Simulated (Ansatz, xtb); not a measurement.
## A geometry optimisation of C2H2BF with r2SCAN-D4/def2-SVP

The starting geometry of this gas-phase singlet was built from a drawn formula by distance geometry and a force field; its bonds are those of `FC1=[C+][BH2-]1`.

```yaml
atoms:
  - { symbol: C, position_ang: [0.9023, 0.2494, -1.3087] }
  - { symbol: C, position_ang: [-0.3356, 0.1301, -0.6298] }
  - { symbol: B, position_ang: [0.3399, 1.3701, -0.3194] }
  - { symbol: F, position_ang: [1.8252, -0.1887, -2.1656] }
  - { symbol: H, position_ang: [-0.0529, 2.2686, -0.9069] }
  - { symbol: H, position_ang: [0.9869, 1.4004, 0.6799] }
```

Q: Predict what it relaxes into with r2SCAN-D4/def2-SVP.

A: A bond breaks, leaving `BC#CF`. Distances that change by over a tenth: C1–C2 (1.42 → 1.22 Å). Contacts that open: C1–B3 (1.60 → 2.73 Å).

The energy falls by 3.91 eV over 12 steps:

```csv
step,E − E(last) (eV)
1,3.908
2,1.829
3,1.355
5,0.859
6,0.663
7,0.404
8,0.227
10,0.010
11,0.000
12,0.000
```

Final geometry (Å):

```tsv
atom	x (Å)	y (Å)	z (Å)
C	1.1366	-0.2381	-1.7323
C	0.7242	0.6331	-0.9791
B	0.2162	1.7046	-0.0562
F	1.5656	-1.1420	-2.5137
H	-0.5707	2.5263	-0.4587
H	0.5939	1.7461	1.0894
```

From the same start GFN2-xTB reaches the same bonding as this run.

The end wasn't checked by frequencies. Run with Ansatz 0.2.0, 11 s on 1 thread of Intel(R) Xeon(R) 6975P-C (Granite Rapids), on a shared host.
